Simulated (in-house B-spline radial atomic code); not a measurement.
Hg. Computed with a B-spline radial atomic code. Model: non-relativistic spherical atom: semilocal Troullier-Martins pseudo-atom, one channel per l, against all electrons, high spin, G0W0 and RPA with empty states to l = 8, local potential for every l without a channel, a model core (radius 0 = none) keeps its share of the functional.

The core holds an angular momentum without a channel of its own, so the local potential lets valence electrons into it.

Without relativity these are model numbers for so heavy an element.

What the tables leave out is listed at the end.

The pseudopotential gives back the lowest level of each angular momentum of its own functional in the configuration it was made in; a second state of the same l is only approximately right. Exact exchange, RPA and GW see the smooth pseudo-orbitals and miss the exchange with the core, for which the functional's share stands in. The column with an uncorrelated core keeps all orbitals and exact exchange, and so separates missing core correlation from pseudisation. Only the three outermost levels and the lowest empty one were computed. RPA here is direct RPA, with no exchange kernel, and its energies carry an (l + 1/2)⁻⁴ tail. A hybrid on a potential with a model core restores only its own semilocal share of the core's exchange.

Command:
```bash
python run_psgw.py task.json out
```
Settings (lengths in bohr, energies in hartree):
```
Z                      80
electrons              80
configuration          [Xe] 4f14 5d10 6s2
generated_in           [Xe] 4f14 5d10 6s2
functional             pbe,pbe
core_shells            12
radius_factor          0.8
core_correction        False
ion_configuration      [Xe] 4f14 5d10 6s1
```

Cost of the run: 110 s on 1 thread of Arm Neoverse N1, with other jobs on the host.

Given: made with PBE; model core radius 0 bohr; local radius 1.199 bohr; mean-field start PBE.

Valence shells of the generating configuration: 5d, 6s.

Channel: s 2.028, p 2.773, d 0.921 (radii in bohr).

Computed: largest level miss in the spin-unpolarised generating configuration 0 eV; valence RPA correlation energy all-electron orbitals -0.64251 hartree; all-electron RPA polarisability, core included 46.723 bohr³; pseudo-atom RPA polarisability 46.691 bohr³; ionisation by mean-field all-electron 8.4685 eV; ionisation by RPA all-electron 8.7977 eV; ionisation by RPA pseudo minus all 0.597 eV.

```tsv
level	occupied	mean-field all-electron (eV)	mean-field pseudo minus all (eV)	G0W0 all-electron (eV)	G0W0 uncorrelated core minus all (eV)	G0W0 pseudo minus all (eV)	exchange self-energy all-electron (eV)	exchange self-energy pseudo (eV)
6s	1	-5.2934	0	-8.4968	0.057	-0.285	-11.23	-10.132
```

What is the ionisation by mean-field pseudo minus all?

-0.022 eV.

What is the valence RPA correlation energy pseudo?

-1.0734 hartree.

Given: mean-field start PBE0.

Computed: valence RPA correlation energy all-electron orbitals -0.60065 hartree; valence RPA correlation energy pseudo -1.0263 hartree; all-electron RPA polarisability, core included 41.943 bohr³; ionisation by mean-field pseudo minus all 0.185 eV; ionisation by RPA all-electron 8.6266 eV; ionisation by RPA pseudo minus all 0.633 eV.

```
level  occupied  mean-field all-electron (eV)  mean-field pseudo minus all (eV)  G0W0 all-electron (eV)  G0W0 uncorrelated core minus all (eV)  G0W0 pseudo minus all (eV)  exchange self-energy all-electron (eV)  exchange self-energy pseudo (eV)
   6s         1                       -5.9374                            -0.164                 -8.5293                                  0.062                      -0.472                                  -11.02                           -10.211
```

What is the pseudo-atom RPA polarisability?

40.134 bohr³.

What is the ionisation by mean-field all-electron?

8.2005 eV.

Given: mean-field start Hartree-Fock.

Computed: valence RPA correlation energy pseudo -0.90665 hartree; all-electron RPA polarisability, core included 37.402 bohr³; ionisation by mean-field all-electron 6.8138 eV; ionisation by mean-field pseudo minus all 0.625 eV; ionisation by RPA all-electron 8.2052 eV; ionisation by RPA pseudo minus all 0.742 eV.

```json
{"level": "6s", "occupied": "1", "mean-field all-electron (eV)": "-7.1034", "mean-field pseudo minus all (eV)": "-0.659", "G0W0 all-electron (eV)": "-8.4113", "G0W0 uncorrelated core minus all (eV)": "0.06", "G0W0 pseudo minus all (eV)": "-0.849", "exchange self-energy all-electron (eV)": "-10.063", "exchange self-energy pseudo (eV)": "-10.088"}
{"level": "5d", "occupied": "1", "mean-field all-electron (eV)": "-19.434", "mean-field pseudo minus all (eV)": "3.515", "G0W0 all-electron (eV)": "-18.936", "G0W0 uncorrelated core minus all (eV)": "-0.152", "G0W0 pseudo minus all (eV)": "1.954", "exchange self-energy all-electron (eV)": "-36.234", "exchange self-energy pseudo (eV)": "-21.18"}
```

What is the pseudo-atom RPA polarisability?

32.158 bohr³.

What is the valence RPA correlation energy all-electron orbitals?

-0.50377 hartree.

Among the listed levels the largest G0W0 shift of the pseudo-atom is +1.95 eV, for 5d on the Hartree-Fock start, while leaving the core uncorrelated moves that level by -0.15 eV. So pseudisation and the lost core exchange, not the missing core correlation, make the error. Not in the tables (levels of low weight, unsolved or above zero; the highest and the empty levels are kept at any weight): on PBE the G0W0 levels 5d (pseudo minus all +1.73 eV, weights 0.71 and 0.45), 6p (pseudo minus all -0.09 eV, weights 0.90 and 0.90); on PBE0 the G0W0 levels 5d (pseudo minus all +2.14 eV, weights 0.80 and 0.74), 6p (pseudo minus all -0.03 eV, weights 0.93 and 0.93).
